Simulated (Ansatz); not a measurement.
A nudged elastic band was laid between two geometries of ClH5OSi2 + H2 (11 atoms, charge 0, multiplicity 1).

Computed with RKS PBE0/def2-SVP in Ansatz 0.2.0.

```
movable images  : 5
climbing image  : yes
spring          : 20.0 eV/Å²
optimiser       : quadratic models (default)
start path      : through a guess of the saddle point
force threshold : 0.03 eV/Å
iteration limit : 60
end points      : relaxed
```

Image 0:

```xyz
11
Properties=species:S:1:pos:R:3
Si -0.363 0.499 -0.353
Cl 1.495 1.299 0.092
O -0.325 -1.130 -0.158
Si 0.163 -2.438 0.751
H -0.662 0.805 -1.772
H -1.345 1.113 0.579
H 0.319 3.923 -0.948
H -0.183 4.420 -1.231
H 1.651 -2.477 0.831
H -0.408 -2.343 2.127
H -0.342 -3.669 0.082
```

Image 6:

```xyz
11
Properties=species:S:1:pos:R:3
Si -1.123 0.933 -0.764
Cl 2.362 1.885 1.007
O 0.142 -0.003 -0.177
Si 0.339 -1.547 0.453
H -1.908 0.134 -1.753
H -2.013 1.347 0.359
H 1.520 1.093 0.404
H -0.521 2.125 -1.418
H 1.801 -1.820 0.498
H -0.247 -1.615 1.824
H -0.351 -2.531 -0.433
```

Q: What changes between the two ends?

A: Bonds broken: Si1–Cl2, H7–H8. Bonds formed: Si1–H8, Cl2–H7. ClH5OSi2 + H2 becomes ClH + H6OSi2.

Q: Give the energies along the band, and the barrier.

A: The forces met the threshold. The highest image is number 3 of 0 to 6, 2.13 eV above the first end and 1.49 eV above the last; the last end lies 0.64 eV above the first. Neighbouring images differ by up to 2.0 eV, so the band resolves the path poorly. Another band between the same ends (5 images) ends at a top of the same energy, where a vibrational analysis finds 1 clearly imaginary mode. The orbitals stay closed-shell, which can raise the energy where a bond breaks towards radicals; this wasn't checked here.

```
image  path coordinate (Å)  energy (eV)  Si1–Cl2 (Å)  H7–H8 (Å)  Si1–H8 (Å)
    0                 0.00         0.00         2.07       0.76        4.02
    1                 1.95         0.00         2.07       0.76        4.09
    2                 3.90         0.17         2.09       0.76        3.11
    3                 5.85         2.13         2.55       0.90        1.74
    4                 7.04         0.81         3.40       1.72        1.51
    5                 8.23         0.73         3.73       2.47        1.49
    6                 9.41         0.64         4.02       2.92        1.49
```

Q: What is the geometry of the highest image?

A: 
```xyz
11
Properties=species:S:1:pos:R:3:forces:R:3
Si -0.776 0.939 -0.497 0.00 0.00 0.00
Cl 1.132 1.260 1.164 0.00 0.00 0.00
O -0.494 -0.664 -0.417 0.00 0.00 0.00
Si 0.343 -1.806 0.502 0.00 0.00 0.00
H -1.388 1.078 -1.852 0.00 0.00 0.00
H -1.608 1.671 0.481 0.00 0.00 0.00
H 0.780 1.929 -0.408 0.00 0.00 0.00
H 0.341 2.088 -1.178 0.00 0.00 0.00
H 1.792 -1.770 0.169 0.00 0.00 0.00
H 0.108 -1.609 1.957 0.00 0.00 0.00
H -0.229 -3.116 0.080 0.00 0.00 0.00
```

Time of the run: 6.5 min on 2 threads of Intel(R) Xeon(R) Processor @ 2.70GHz, on a shared host, peak memory 0.24 GiB.
